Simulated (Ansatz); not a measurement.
Ansatz (an electronic-structure program) input (PBE/def2-TZVPD):

Ansatz 0.2 input:
```yaml
crystal:
  periodic: [false, false, false]
  atoms:
    - {symbol: Ge, position_ang: [-0.00794673, 0.00413188, 0.72662065]}
    - {symbol: Cl, position_ang: [1.09912663, 1.29182120, -0.67930737]}
    - {symbol: Cl, position_ang: [-1.08416808, -1.29959887, -0.68844914]}
basis:
  gaussian:
    orbitals: def2-TZVPD
hamiltonian:
  xc: {name: PBE}
magnetization: {spin_polarized: true, initial_magnetization: 2}
```

End of the output:

```
integrals: 0.08 GiB planned
933 factors; their error is unknown
mean field: 0.59 GiB planned
mean field evaluation 1: about -81544.3592 eV, gradient 1.8e1 eV
mean field evaluation 2: about -81538.0199 eV, gradient 3.8e1 eV
mean field evaluation 4: about -81545.3217 eV, gradient 1.7e0 eV
mean field evaluation 8: about -81545.3455 eV, gradient 1.6e-1 eV
mean field evaluation 16: about -81545.3345 eV, gradient 7.9e-5 eV
mean field evaluation 32: about -81543.7943 eV, gradient 1.6e-2 eV
mean field evaluation 64: about -81545.2351 eV, gradient 3.6e0 eV
mean field -81545.33446420 eV, -2996.7357681465 hartree, gradient 6.7e-6 eV, S^2 2.002920; 9 other end points of the search recorded, 0 dependent functions left out
reference -81545.33452224 eV, -2996.7357702795 hartree; 34, 32 occupied and 112, 114 virtual orbitals, 933 factors
Total energy: -81545.33452224 eV, -2996.7357702795 hartree
```

This state (charge 0, triplet) is run at the relaxed geometry of the species with charge 0 and multiplicity 1, and is a spin state other than that species' own.
